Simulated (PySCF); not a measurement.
Two species compared at the same levels of theory.

First species: delta-valerolactone, C₅H₈O₂.
Atom-mapped SMILES: `[O:1]=[C:2]1[CH2:3][CH2:4][CH2:5][CH2:6][O:7]1` (hydrogens: H8, H9 on C3; H10, H11 on C4; H12, H13 on C5; H14, H15 on C6)

Cartesian coordinates in Å at the PBE0-D3(BJ)/def2-SVP level; atoms count from 1:
```
atom  x, y, z in Å
O1     2.2008    1.1888    0.8680
C2     1.1352    0.6984    0.6261
C3     0.9884   -0.7297    0.1380
C4    -0.3377   -1.0630   -0.5280
C5    -1.4653   -0.4765    0.3032
C6    -1.2752    1.0195    0.4136
O7     0.0152    1.4047    0.8711
H8     1.1229   -1.3522    1.0406
H9     1.8578   -0.9364   -0.5013
H10   -0.4442   -2.1520   -0.6451
H11   -0.3703   -0.6328   -1.5444
H12   -2.4511   -0.6758   -0.1453
H13   -1.4705   -0.9312    1.3090
H14   -1.4421    1.4954   -0.5697
H15   -1.9861    1.4701    1.1211
```

Second species: C5H8O2.
Atom-mapped SMILES: `[CH3:1][O:2]/[CH:3]=[CH:4]\[CH2:5][CH:6]=[O:7]` (hydrogens: H8, H9, H10 on C1; H11 on C3; H12 on C4; H13, H14 on C5; H15 on C6)

Levels: CAM-B3LYP/def2-SVPD for HOMO energy, LUMO energy, HOMO–LUMO gap and static isotropic polarisability; TDDFT CAM-B3LYP/def2-SVPD for lowest singlet excitation. Geometries: PBE0-D3(BJ)/def2-SVP. Each species is one conformer at its optimised geometry, gas phase, non-relativistic unless stated. Electronic properties by PySCF.

Dipoles, sizes and rotational constants follow the conformer. The torsions of the flexible species, by atom-mapped SMILES:
- `[CH3:1][O:2]/[CH:3]=[CH:4]\[CH2:5][CH:6]=[O:7]`: C1–O2–C3–C4 -171°, C3–C4–C5–C6 -92°, C4–C5–C6–O7 -126°

The conformers of `O=C1CCCCO1` aren't listed.

Problem. Which has the higher LUMO energy?

Solution. The first: 0.86 eV against 0.46 eV, a difference of 0.40 eV.

Problem. Which has the higher HOMO–LUMO gap?

Solution. The first: 10.10 eV against 8.44 eV, a difference of 1.66 eV.

Problem. Which has the higher S1 energy?

Solution. The first: 5.66 eV against 4.27 eV, a difference of 1.39 eV.

Problem. Which of the two has the higher static isotropic polarisability, and by how much?

Solution. The second: 72.1 au against 63.7 au, a difference of 8.4 au.

Problem. Which has the higher HOMO energy?

Solution. The second: -7.98 eV against -9.24 eV, a difference of 1.26 eV.

On the first: S1 lies 4.44 eV below the HOMO–LUMO gap; its leading configuration is HOMO→LUMO+1, weight 0.45, beside HOMO→LUMO, weight 0.40. The polarisability is 9.44 Å³ as a volume (1 au = 0.148185 Å³), or 1.18 au for each of the 54 electrons.

On the second: The polarisability is 10.68 Å³ as a volume (1 au = 0.148185 Å³), or 1.33 au for each of the 54 electrons. No computed singlet falls in the visible range (750 to 380 nm, 1.65 to 3.26 eV); S1 lies 1.01 eV above its blue end.
